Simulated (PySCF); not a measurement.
`C=C(C)/C(C)=C/C(F)(F)F`, C7H9F3

Geometry (Å), atoms numbered from 1 in this order:
```xyz
19

C    -2.323    0.084    0.638
C    -1.203   -0.479    0.152
C    -1.223   -1.900   -0.334
C     0.066    0.280    0.082
C     0.074    1.695    0.581
C     1.168   -0.310   -0.423
C     2.510    0.334   -0.551
F     2.499    1.402   -1.363
F     3.000    0.758    0.624
F     3.393   -0.534   -1.055
H    -3.257   -0.480    0.688
H    -2.353    1.113    1.001
H    -2.219   -2.342   -0.206
H    -0.959   -1.964   -1.402
H    -0.501   -2.524    0.216
H    -0.218    1.731    1.641
H     1.055    2.171    0.483
H    -0.654    2.302    0.021
H     1.146   -1.336   -0.790
```

Computed, not measured: PySCF 2.14.0, TDDFT CAM-B3LYP/aug-cc-pVDZ excited states, vertical, gas phase. Geometry: PBE0-D3(BJ)/def2-SVP.

(1) Give the one- and two-photon strengths of the lowest singlets.

Answers

(1) δ for parallel linear polarisation; σ at the peak of a Lorentzian of half width 0.1 eV, single beam; Ω is circular over linear.
| state | E (eV) | f | photon λ (nm) | δ (au) | σ (GM) | Ω | main |
| --- | --- | --- | --- | --- | --- | --- | --- |
| S1 | 5.51 | 0.565 | 450 | 10.8 | 0.12 | 1.48 | HOMO→LUMO 0.98 |
| S2 | 6.30 | 0.003 | 394 | 242 | 3.51 | 1.50 | HOMO→LUMO+1 0.90 |
| S3 | 6.69 | 0.019 | 371 | 486 | 7.96 | 0.85 | HOMO−1→LUMO 0.96 |
| S4 | 6.95 | 0.024 | 357 | 7.33 | 0.13 | 1.50 | HOMO→LUMO+2 0.80, HOMO→LUMO+3 0.12 |
| S5 | 6.99 | 0.006 | 355 | 4.64 | 0.08 | 1.50 | HOMO−2→LUMO 0.68, HOMO→LUMO+3 0.21 |
| S6 | 7.01 | 0.002 | 354 | 8.13 | 0.15 | 1.50 | HOMO→LUMO+3 0.50, HOMO−2→LUMO 0.26 |

Among these, the strongest one-photon state is S1, the strongest two-photon state S3, with a dipole change of 0.4 D (relaxed, norm of the difference vector).
